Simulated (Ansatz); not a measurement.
`C[NH][AlH][OH]`, charge 0, multiplicity 1.

**Question.** Give a relaxed structure at PBE0-D4/def2-TZVP (Ansatz). (Best estimate.)

**Answer.** Computed: 
Z-matrix (Å, degrees):
```
C
N 1 1.446
H 1 1.097 2 112.5
H 1 1.093 2 110.1 3 119.1
H 1 1.097 2 112.6 3 -121.8
Al 2 1.768 1 129.8 3 -119.4
H 2 1.009 1 111.9 3 60.6
O 6 1.696 2 121.8 1 -0.0
H 6 1.573 2 119.8 1 179.9
H 8 0.954 6 125.8 2 -0.2
```
Point group Cs.
This is one stationary point; other conformers may exist.
